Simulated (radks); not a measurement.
Values are calculated unless marked as measured or tabulated.
Question: Species: C3+. Configuration: [He] 2s1. Code: a radial shooting solver on a logarithmic mesh with Libxc functionals. Model: scalar-relativistic Kohn-Sham, LB94 model potential, spin-polarised, spherical densities, finite nucleus; open shells are filled with parallel spins first; Fermi nuclear charge, rms radius 2.4702 fm. Some entries of the table are withheld. Estimate them.

orbital,occ.,eigenvalue (hartree),<r^2> (bohr^2)
1s up,1,-13.06965,0.09578
1s down,1,-13.05486,0.09791
2s down,0,(1),1.749
2s up,1,(2),1.913
2p down,0,-2.28673,1.452
2p up,0,-2.08737,1.644
3s down,0,(3),9.649
3s up,0,(4),10.27
3d down,0,-0.91706,7.210
3d up,0,-0.87866,7.777

Answer: 
(1) 2s down eigenvalue (hartree): -2.51799
(2) 2s up eigenvalue (hartree): -2.34834
(3) 3s down eigenvalue (hartree): -1.02589
(4) 3s up eigenvalue (hartree): -0.97924
